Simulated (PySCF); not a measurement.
$^{15}$N chemical shifts

In vacuum, non-relativistic Hamiltonian, one conformer, equivalent nuclei averaged. PBE0/pcSseg-1 with gauge-including orbitals; coordinates at the GFN2-xTB level; PySCF 2.14.

Shieldings were converted by a linear fit to measured shifts: $^{15}$N (scatter 6.3 ppm rms vs CH3NO2, solution or neat liquid). A few per cent of atoms miss by over 2 rms, more outside the fitted compound classes.

**Question.** Give the $^{15}$N shifts of `CCCc1cncn1C`, `C=C/C(C)=N/N=C\CC`, `CC(=O)N[SiH2]O[SiH3]`.

**Answer.** 
```
                                                       compound                             environment  δ (ppm)
      [CH3:1][CH2:2][CH2:3][c:4]1[cH:5][n:6][cH:7][n:8]1[CH3:9]  N6: pyridine-type nitrogen of an azole   -114.6
      [CH3:1][CH2:2][CH2:3][c:4]1[cH:5][n:6][cH:7][n:8]1[CH3:9]          N8: pyrrole-type ring nitrogen   -225.9
[CH2:1]=[CH:2]/[C:3]([CH3:4])=[N:5]/[N:6]=[CH:7]\[CH2:8][CH3:9]                      N5: imine nitrogen    -30.0
[CH2:1]=[CH:2]/[C:3]([CH3:4])=[N:5]/[N:6]=[CH:7]\[CH2:8][CH3:9]                      N6: imine nitrogen    -38.0
                                           CC(=O)N[SiH2]O[SiH3]                     amide-type nitrogen   -274.1
```

**Question.** Match the shifts -139.3, -274.1, -341.5 ppm to `CC(=O)N[SiH2]O[SiH3]`, `CCC(F)(F)O/C(C)=N\C`, `CC(C)(C)[C@@H]1CC[C@@H]1N`.

**Answer.** -139.3: CCC(F)(F)O/C(C)=N\C (imine nitrogen); -274.1: CC(=O)N[SiH2]O[SiH3] (amide-type nitrogen); -341.5: CC(C)(C)[C@@H]1CC[C@@H]1N (amine nitrogen).
